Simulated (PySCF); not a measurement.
# ZnF⁻: everyday levels beside a composite calculation

PySCF; the state is a singlet (closed shell). The composite is CCSD(T) extrapolated to the basis-set limit from two correlation-consistent sets, with core-valence (CV) and scalar-relativistic (SR) terms as its label shows; it has no spin–orbit coupling and nothing beyond (T). Here it is CCSD(T)/CBS(DT)+CV. It gives Re = 1.916 Å, ωe = 407 cm⁻¹ and De = 1.50 eV to Zn + F⁻.

| level | basis | relativity | Re (Å) | ωe (cm⁻¹) | De (eV) |
| --- | --- | --- | --- | --- | --- |
| RHF-MP2 | def2-SVPD | no relativity | 1.939 | 410 | 1.76 |
| RHF-MP2 | def2-TZVPPD | no relativity | 1.938 | 390 | 1.45 |
| PW91 | def2-SVPD | no relativity | 1.950 | 397 | 1.77 |
| r²SCAN | def2-SVPD | no relativity | 1.911 | 436 | 2.03 |
| r²SCAN | def2-TZVPPD | no relativity | 1.924 | 412 | 1.72 |
| PBE0 | aug-cc-pVDZ-PP/aug-cc-pVDZ | scalar-relativistic core potentials | 1.931 | 403 | 1.58 |
| PBE0 | def2-TZVPPD | no relativity | 1.937 | 398 | 1.56 |
| HSE06 | def2-TZVPPD | no relativity | 1.938 | 397 | 1.56 |
| ωB97X | def2-SVPD | no relativity | 1.930 | 420 | 1.82 |
| B2PLYP | def2-TZVPPD | no relativity | 1.951 | 385 | 1.44 |

Give the difference of each row from the composite.



| level | basis | ΔRe (pm) | Δωe (%) | ΔDe (eV) |
| --- | --- | --- | --- | --- |
| RHF-MP2 | def2-SVPD | +2.3 | +0.7 | +0.26 |
| RHF-MP2 | def2-TZVPPD | +2.2 | -4.2 | -0.05 |
| PW91 | def2-SVPD | +3.4 | -2.5 | +0.27 |
| r²SCAN | def2-SVPD | -0.5 | +7.1 | +0.53 |
| r²SCAN | def2-TZVPPD | +0.8 | +1.2 | +0.22 |
| PBE0 | aug-cc-pVDZ-PP/aug-cc-pVDZ | +1.5 | -1.0 | +0.08 |
| PBE0 | def2-TZVPPD | +2.1 | -2.2 | +0.06 |
| HSE06 | def2-TZVPPD | +2.2 | -2.5 | +0.06 |
| ωB97X | def2-SVPD | +1.4 | +3.2 | +0.32 |
| B2PLYP | def2-TZVPPD | +3.5 | -5.4 | -0.06 |

Which rows come closest in De?

RHF-MP2 in def2-TZVPPD (-0.05 eV); PBE0 in def2-TZVPPD (+0.06 eV); HSE06 in def2-TZVPPD (+0.06 eV); B2PLYP in def2-TZVPPD (-0.06 eV), counted from the composite.

Correlated steps freeze the inner cores (5 to 6 orbitals); shallow outer-core shells are correlated. Correlated levels converge slowly with the basis: in double zeta they bind strong bonds too weakly, by up to about 1 eV, and carry superposition errors of some tenths. For an ion De counts to the pair picked by the measured ionisation energies or electron affinities, which need not be the lowest pair at this level. The highest Kohn–Sham level is positive in some of these anions. Much of that is self-interaction error, but it also means that the finite basis helps to hold the extra electron. B2PLYP dipoles, levels and charges come from its SCF part alone. The CCSD T1 diagnostic is raised in ZnF⁻, a sign that a single reference may not be enough there.
